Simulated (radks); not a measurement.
The numbers below are computed, except where a source is named.
Spin polarisation of the 4f6 shell in the samarium ion Sm+. Start: [Xe] 4f(up 3, down 3) 6s(up 0.5, down 0.5); electrons of 4f are moved from spin down to spin up, other shells keep equal spins. Code: a radial shooting solver on a logarithmic mesh with Libxc functionals. Model: scalar-relativistic Kohn-Sham, PBE, spin-polarised, spherical densities, finite nucleus; Fermi nuclear charge, rms radius of each element as measured or else 0.836 A^(1/3) + 0.57 fm.

moment (Bohr magnetons),E - E(0) (eV),e(4f up) (eV),e(4f down) (eV),6s down minus up (eV),5p down minus up (eV)
0,0.000,-8.567,-8.567,0.000,0.000
1,-0.169,-8.885,-8.210,0.052,0.334
2,-0.675,-9.164,-7.816,0.105,0.670
3,-1.518,-9.402,-7.383,0.159,1.007
4,-2.695,-9.594,-6.910,0.215,1.347
5,-4.202,-9.733,-6.393,0.274,1.692
6,-6.036,-9.809,-5.825,0.337,2.041

At moment 6 the spin-polarisation energy is -6.036 eV and the 4f exchange splitting 3.985 eV, that is 0.664 eV per Bohr magneton; E = -I m^2/4 would give I = 0.671 eV.
